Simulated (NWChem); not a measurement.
System meant: C3H2BF3; SMILES C#C[C@@H](F)B(F)F

The following NWChem deck was run.

```
start job
memory heap 200 mb stack 900 mb global 1100 mb
geometry units angstroms noautosym nocenter noautoz
  C      1.107617    -2.302524     0.546170
  C      0.401412    -1.464577     0.031727
  C     -0.423164    -0.414764    -0.557482
  F     -1.752348    -0.565563    -0.232073
  B      0.130774     0.984008    -0.050268
  F      1.288675     1.425959    -0.489257
  F     -0.540414     1.718563     0.801577
  H      1.731397    -3.053555     0.996222
  H     -0.325180    -0.464058    -1.659282
end
basis spherical
  * library 6-31g*
end
dft
  xc m06-l
  iterations 150
end
property
  shielding
end
task dft property
```

End of the output:

```
 Vector   29  Occ=0.000000D+00  E= 3.982068D-02
              MO Center=  5.1D-01, -8.8D-01,  1.7D-01, r^2= 3.7D+00
   Bfn.  Coefficient  Atom+Function         Bfn.  Coefficient  Atom+Function
  ----- ------------  ---------------      ----- ------------  ---------------
    22      0.670166  2 C  py                34     -0.488734  3 C  s
     9     -0.467991  1 C  pz                18      0.318300  2 C  py
    60      0.284846  5 B  py                 7     -0.281560  1 C  px
    19      0.265422  2 C  pz                65     -0.265546  5 B  pz
    36      0.250898  3 C  py                61     -0.250144  5 B  pz

 center of mass
 --------------
 x =  -0.05683633 y =   0.10876024 z =   0.00976553

 moments of inertia (a.u.)
 ------------------
         860.855005097948          10.830449239532           0.045389669761
          10.830449239532         522.664100867665           1.175071314311
           0.045389669761           1.175071314311        1177.118927036700

     Multipole analysis of the density
     ---------------------------------

     L   x y z        total         alpha         beta         nuclear
     -   - - -        -----         -----         ----         -------
     0   0 0 0     -0.000000    -26.000000    -26.000000     52.000000

     1   1 0 0      0.470865      0.671493      0.671493     -0.872120
     1   0 1 0     -0.243542      0.329998      0.329998     -0.903538
     1   0 0 1     -0.243057     -0.055684     -0.055684     -0.131689

     2   2 0 0    -28.801608   -117.608423   -117.608423    206.415238
     2   1 1 0     -3.126636      7.666943      7.666943    -18.460523
     2   1 0 1      1.895994     -1.623260     -1.623260      5.142513
     2   0 2 0    -25.953418   -205.551372   -205.551372    385.149326
     2   0 1 1     -1.974602      1.969262      1.969262     -5.913125
     2   0 0 2    -25.555193    -41.061640    -41.061640     56.568087

          -----------------------------------------
          Chemical Shielding Tensors (GIAO, in ppm)
          -----------------------------------------

 ------------------------------------------------------------------------
  xm06: d2 not coded                    0
 ------------------------------------------------------------------------
 ------------------------------------------------------------------------
  current input line :
    24: task dft property
 ------------------------------------------------------------------------
 ------------------------------------------------------------------------
 This error has not yet been assigned to a category
 ------------------------------------------------------------------------
 For more information see the NWChem manual at https://nwchemgit.github.io

0: xm06: d2 not coded:Received an Error in Communication
```

Task: What is wrong, and how is it mended?

Result: The program stopped with an error. Cause: this functional's second derivatives, which shieldings need, aren't coded here; the fix takes a hybrid GGA instead. This input runs:
```
start job
memory heap 200 mb stack 900 mb global 1100 mb
geometry units angstroms noautosym nocenter noautoz
  C      1.107617    -2.302524     0.546170
  C      0.401412    -1.464577     0.031727
  C     -0.423164    -0.414764    -0.557482
  F     -1.752348    -0.565563    -0.232073
  B      0.130774     0.984008    -0.050268
  F      1.288675     1.425959    -0.489257
  F     -0.540414     1.718563     0.801577
  H      1.731397    -3.053555     0.996222
  H     -0.325180    -0.464058    -1.659282
end
basis spherical
  C library 6-31g*
  F library 6-31g*
  B library 6-31g*
  H library 6-31g*
end
dft
  xc pbe0
  iterations 150
end
property
  shielding
end
task dft property
```
It converges to -439.46348 Ha (PBE0/6-31G* (spherical d), GIAO).
